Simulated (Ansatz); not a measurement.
System: sum formula BN2H5, charge 0, multiplicity 1. 
Structure (B3LYP-D3(BJ)/def2-TZVP (Ansatz, a program for electronic structure) minimum search):
SMILES: NBN
```xyz
8

B     -0.0373    -0.2294     0.4415
N     -1.2201     0.2041    -0.1962
N      1.2464    -0.0420    -0.1157
H     -0.1267    -0.7790     1.4993
H     -1.2476     0.6744    -1.0851
H     -2.1264     0.0644     0.2112
H      1.4236     0.4079    -0.9979
H      2.0791    -0.3552     0.3484
```

Basis-set convergence of Hartree-Fock and MP2 correlation energies (hartree) with Ansatz. Correlated levels leave the core frozen unless marked. Spin-orbit coupling is left out. Non-relativistic.

| basis | functions | E(HF) | E(corr, MP2) |
|---|---|---|---|
| cc-pVDZ | - | -136.58672 | -0.43071 |
| cc-pVTZ | 160 | -136.63383 | -0.53661 |
| cc-pVQZ | 315 | -136.64479 | -0.57378 |

Extrapolating the two largest sets (X = 3 and 4) as X^-3: E(corr) = (64·(-0.57378) - 27·(-0.53661))/37 = -0.6009 Eh, an estimate of the basis-set limit. The largest set recovers 95.5 % of it, the smallest 71.7 %.
